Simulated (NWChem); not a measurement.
Program: NWChem. System: C₃H₅ClSi, charge 1, spin multiplicity 2, at the geometry of a parent with another charge or spin, in a state set for the comparison that need not be this species' ground state. Its SCF solution wasn't tested for a lower state. Level: UB3LYP/def2-TZVP, VWN1-RPA local correlation.

Job file:

```
start mol
memory heap 200 mb stack 800 mb global 1000 mb
charge 1
geometry units angstroms nocenter noautoz
  C     -1.174619     2.453036     0.000000
  C     -0.563287     1.285967     0.000000
  C      0.000435     0.093212     0.000000
  Si    -0.942143    -1.544691     0.000000
  Cl     1.767164    -0.080474     0.000000
  H     -1.439355     2.964299     0.942443
  H     -1.439355     2.964299    -0.942443
  H     -0.565507    -2.333582     1.222538
  H     -0.565507    -2.333582    -1.222538
  H     -2.417242    -1.261002     0.000000
  symmetry group Cs
end
basis spherical
  * library def2-tzvp
end
dft
  xc b3lyp
  odft
  mult 2
  semidirect memsize 60000000 filesize 0
  iterations 100
end
task dft energy
```

Output (cleaned and shortened):

```
             Northwest Computational Chemistry Package (NWChem) 7.3.0
             --------------------------------------------------------

                                NWChem Input Module
                                -------------------

 Scaling coordinates for geometry "geometry" by  1.889725989
 (inverse scale =  0.529177249)

 Turning off AUTOSYM since
 SYMMETRY directive was detected!

                             Geometry "geometry" -> ""
                             -------------------------

 Output coordinates in angstroms (scale by  1.889725989 to convert to a.u.)

  No.       Tag          Charge          X              Y              Z
 ---- ---------------- ---------- -------------- -------------- --------------
    1 C                    6.0000    -1.17461900     2.45303600     0.00000000
    2 C                    6.0000    -0.56328700     1.28596700     0.00000000
    3 C                    6.0000     0.00043500     0.09321200     0.00000000
    4 Si                  14.0000    -0.94214300    -1.54469100     0.00000000
    5 Cl                  17.0000     1.76716400    -0.08047400     0.00000000
    6 H                    1.0000    -1.43935500     2.96429900     0.94244300
    7 H                    1.0000    -1.43935500     2.96429900    -0.94244300
    8 H                    1.0000    -0.56550700    -2.33358200     1.22253800
    9 H                    1.0000    -0.56550700    -2.33358200    -1.22253800
   10 H                    1.0000    -2.41724200    -1.26100200     0.00000000

 Effective nuclear repulsion energy (a.u.)     241.1093461329

            Nuclear Dipole moment (a.u.)
            ----------------------------
        X                 Y               Z
 ---------------- ---------------- ----------------
    -0.0000113384    -0.0000188973     0.0000000000

      Symmetry information
      --------------------

 Group name             Cs
 Group number              2
 Group order               2
 No. of unique centers     8

      Symmetry unique atoms

     1    2    3    4    5    6    8   10


 Summary of "ao basis" -> "" (spherical)
 ------------------------------------------------------------------------------
       Tag                 Description            Shells   Functions and Types
 ---------------- ------------------------------  ------  ---------------------
 *                         def2-tzvp                  on all atoms

                                 NWChem DFT Module
                                 -----------------

 Summary of "ao basis" -> "ao basis" (spherical)
 ------------------------------------------------------------------------------
       Tag                 Description            Shells   Functions and Types
 ---------------- ------------------------------  ------  ---------------------
 C                         def2-tzvp                11       31   5s3p2d1f
 Si                        def2-tzvp                13       37   5s5p2d1f
 Cl                        def2-tzvp                13       37   5s5p2d1f
 H                         def2-tzvp                 4        6   3s1p

 Summary of "ao basis" -> "ao basis" (spherical)
 ------------------------------------------------------------------------------
       Tag                 Description            Shells   Functions and Types
 ---------------- ------------------------------  ------  ---------------------
 C                         def2-tzvp                11       31   5s3p2d1f
 Si                        def2-tzvp                13       37   5s5p2d1f
[...]
    70     -0.267740   3 C  pz               73     -0.267119   3 C  pz
   170     -0.267504   6 H  s               176      0.267504   7 H  s
   150      0.172700   5 Cl pz              182      0.147822   8 H  s

   alpha - beta orbital overlaps
   -----------------------------

   alpha      1      2      3      4      5      6      7      8      9     10
    beta      1      2      3      4      5      6      7      8      9     10
 overlap   1.000  1.000  1.000  1.000  1.000  1.000  1.000  1.000  1.000  1.000

   alpha     11     12     13     14     15     16     17     18     19     20
    beta     11     12     13     14     15     16     17     18     19     20
 overlap   1.000  1.000  1.000  0.999  0.993  0.994  0.998  0.999  1.000  0.987

   alpha     21     22     23     24     25     26     27     28     29     30
    beta     21     22     23     24     25     27     26     28     29     30
 overlap   1.000  0.983  0.997  0.915  0.998  0.909  0.999  0.999  0.997  0.998

   alpha     31     32     33     34     35     36     37     38     39     40
    beta     31     32     33     34     35     36     37     38     39     40
 overlap   0.992  0.993  0.999  1.000  0.999  1.000  1.000  0.999  0.998  0.994

   alpha     41     42     43     44     45     46     47     48     49     50
    beta     41     43     42     44     45     46     47     48     49     51
 overlap   0.998  0.993  0.999  0.972  0.968  0.996  0.992  0.997  0.998  0.978

   alpha     51     52     53     54     55     56     57     58     59     60
    beta     50     52     53     54     55     56     57     58     59     60
 overlap   0.998  0.966  0.956  0.954  0.958  0.996  0.996  0.999  0.997  0.999

   alpha     61     62     63     64     65     66     67     68     69     70
    beta     61     62     63     65     64     66     67     68     69     70
 overlap   0.995  0.996  0.996  0.999  1.000  0.998  0.999  0.999  1.000  0.986

   alpha     71     72     73     74     75     76     77     78     79     80
    beta     71     72     73     74     75     76     77     78     79     80
 overlap   0.987  0.997  0.997  0.999  0.999  1.000  0.999  1.000  0.997  0.997

   alpha     81     82     83     84     85     86     87     88     89     90
    beta     81     82     83     84     85     86     87     88     89     90
 overlap   0.997  0.997  1.000  0.999  0.999  1.000  0.998  0.998  0.999  0.999

   alpha     91     92     93     94     95     96     97     98     99    100
    beta     91     92     93     94     95     96     97     98     99    100
 overlap   0.996  0.997  0.998  0.998  1.000  0.999  1.000  0.968  1.000  0.966

   alpha    101    102    103    104    105    106    107    108    109    110
    beta    101    102    103    104    105    106    107    108    109    110
 overlap   0.999  0.996  1.000  1.000  0.999  0.991  0.990  0.998  0.999  0.997

   alpha    111    112    113    114    115    116    117    118    119    120
    beta    111    112    113    114    115    116    117    118    119    120
 overlap   0.998  0.996  1.000  1.000  0.995  0.995  0.998  0.997  0.998  1.000

   alpha    121    122    123    124    125    126    127    128    129    130
    beta    121    122    123    124    125    126    127    128    129    130
 overlap   0.997  0.998  0.999  0.999  0.996  0.991  0.990  0.991  0.997  0.994

   alpha    131    132    133    134    135    136    137    138    139    140
    beta    131    132    133    135    134    136    137    138    139    140
 overlap   0.992  0.998  0.991  0.998  0.999  0.999  1.000  1.000  1.000  1.000

   alpha    141    142    143    144    145    146    147    148    149    150
    beta    141    142    143    144    145    146    147    148    149    150
 overlap   1.000  0.996  0.999  0.999  0.976  0.978  0.998  0.999  0.999  0.999

   alpha    151    152    153    154    155    156    157    158    159    160
    beta    151    152    153    154    155    156    157    158    159    160
 overlap   0.991  0.996  0.989  0.997  0.994  0.993  0.994  0.998  0.994  0.999

   alpha    161    162    163    164    165    166    167    168    169    170
    beta    161    162    163    165    164    166    167    168    169    170
 overlap   0.999  0.999  0.999  0.998  0.998  0.998  0.999  0.999  1.000  0.993

   alpha    171    172    173    174    175    176    177    178    179    180
    beta    171    172    173    174    175    176    177    178    179    181
 overlap   0.993  1.000  1.000  1.000  0.999  1.000  1.000  1.000  1.000  1.000

   alpha    181    182    183    184    185    186    187    188    189    190
    beta    180    182    183    184    185    186    187    188    189    190
 overlap   1.000  1.000  1.000  1.000  1.000  1.000  1.000  1.000  1.000  1.000

   alpha    191    192    193    194    195    196    197
    beta    191    192    193    194    195    196    197
 overlap   1.000  1.000  1.000  1.000  1.000  1.000  1.000

     --------------------------
     Expectation value of S2:
     --------------------------
      <S2> =      0.7544 (Exact =     0.7500)

 center of mass
 --------------
 x =   0.14739304 y =  -0.00077744 z =   0.00000000

 moments of inertia (a.u.)
 ------------------
         693.616144707723          37.106652270572           0.000000000000
          37.106652270572         604.510587484280           0.000000000000
           0.000000000000           0.000000000000        1263.823897417718

     Multipole analysis of the density
     ---------------------------------

     L   x y z        total         alpha         beta         nuclear
     -   - - -        -----         -----         ----         -------
     0   0 0 0      1.000000    -27.000000    -26.000000     54.000000

     1   1 0 0     -0.761529     -0.593984     -0.167534     -0.000011
     1   0 1 0      1.137106      0.167669      0.969455     -0.000019
     1   0 0 1      0.000000      0.000000     -0.000000      0.000000

     2   2 0 0    -24.711730   -169.000672   -163.979287    308.268229
     2   1 1 0     -4.160759     10.329348      8.804894    -23.295001
     2   1 0 1     -0.000000     -0.000000      0.000000      0.000000
     2   0 2 0    -16.719610   -206.740737   -201.543437    391.564565
     2   0 1 1     -0.000000      0.000000     -0.000000      0.000000
     2   0 0 2    -29.349788    -24.347089    -22.020948     17.018250

 Task  times  cpu:      132.9s     wall:      132.9s

 Total times  cpu:      132.9s     wall:      132.9s
```
